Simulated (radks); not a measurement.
Species: Pb3+. Configuration: [Xe] 4f14 5d10 6s1.

Method: scalar-relativistic Kohn-Sham, SCAN, spin-unpolarised, spherical densities, finite nucleus; meta-GGA in the generalised Kohn-Sham scheme; Fermi nuclear charge, rms radius 5.5012 fm; computed with a radial shooting solver on a logarithmic mesh with Libxc functionals.

Energy parts (eV):
| part | energy |
|---|---|
| total | -568100.60 |
| kinetic | 641690.46 |
| electron-nucleus | -1415762.21 |
| Hartree | 216504.72 |
| exchange-correlation | -10533.57 |

Orbitals (lengths in bohr, moments of r in powers of bohr):
| orbital | occ. | eigenvalue (eV) | <r^4> | <r> |
|---|---|---|---|---|
| 1s | 2 | -88207.78 | 3.540e-07 | 0.01605 |
| 2s | 2 | -15831.23 | 0.00005101 | 0.06758 |
| 2p | 6 | -13583.57 | 0.00004238 | 0.06143 |
| 3s | 2 | -3835.699 | 0.001826 | 0.1744 |
| 3p | 6 | -3187.673 | 0.002042 | 0.1764 |
| 3d | 10 | -2524.231 | 0.001574 | 0.1600 |
| 4s | 2 | -897.4606 | 0.03982 | 0.3841 |
| 4p | 6 | -684.1350 | 0.05347 | 0.4095 |
| 4d | 10 | -435.9517 | 0.07222 | 0.4308 |
| 4f | 14 | -163.0501 | 0.1193 | 0.4539 |
| 5s | 2 | -175.5672 | 0.9682 | 0.8561 |
| 5p | 6 | -116.6620 | 1.713 | 0.9764 |
| 5d | 10 | -49.9792 | 5.780 | 1.273 |
| 6s | 1 | -37.4429 | 33.95 | 2.085 |

The highest occupied level is 6s at -37.443 eV. The density falls to 0.001 e/bohr^3 at r = 3.37 bohr.
